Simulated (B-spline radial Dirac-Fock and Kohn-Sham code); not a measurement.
**Relativistic shifts of the levels of Ne⁴⁺**

System: Ne⁴⁺ in the configuration [He] 2s2 2p2.

Both columns are ΔSCF binding energies of the configuration average from a B-spline atomic structure program: non-relativistic Hartree-Fock with a point nucleus, and Dirac-Fock with a finite nucleus and the Coulomb interaction alone, averaged over the two j levels with weights 2j+1.

```tsv
shell	Hartree-Fock (eV)	Dirac-Fock (eV)	shift (eV)	shift (%)
1s	1003.4	1004.6	+1.22	+0.12
2s	142.7	142.9	+0.22	+0.15
2p	124.1	124.1	+0.01	+0.01
```

Relativity binds 1s, 2s, 2p more strongly, among those listed most of all 2s in relative terms.

Values without a named source are computed, but for edge energies of neutral atoms, which are taken from tables.
